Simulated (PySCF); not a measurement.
CH₅FMoN₂, SMILES [CH3][Mo](=[NH])(=[NH])[F], multiplicity 1.

Geometry: PBE0-D3(BJ)/def2-SVP. The spin state was assumed, not searched. The structure was generated by enumeration; whether it is a known compound was not checked. The def2 effective core potentials stand for the cores of Mo; spin–orbit coupling is left out.

Computed with CAM-B3LYP/def2-TZVP run with PySCF.

Symmetry labels are those of the subgroup Cs that the program uses (full group Cs).

Computed valence orbital energies around the gap with their symmetry:
```csv
orbital,symmetry,energy (eV)
HOMO−7,A",-13.42
HOMO−6,A",-13.04
HOMO−5,A',-12.87
HOMO−4,A',-10.73
HOMO−3,A",-10.61
HOMO−2,A',-10.54
HOMO−1,A',-9.55
HOMO,A",-9.38
LUMO,A',-0.84
LUMO+1,A",-0.07
LUMO+2,A',0.55
LUMO+3,A',0.81
```
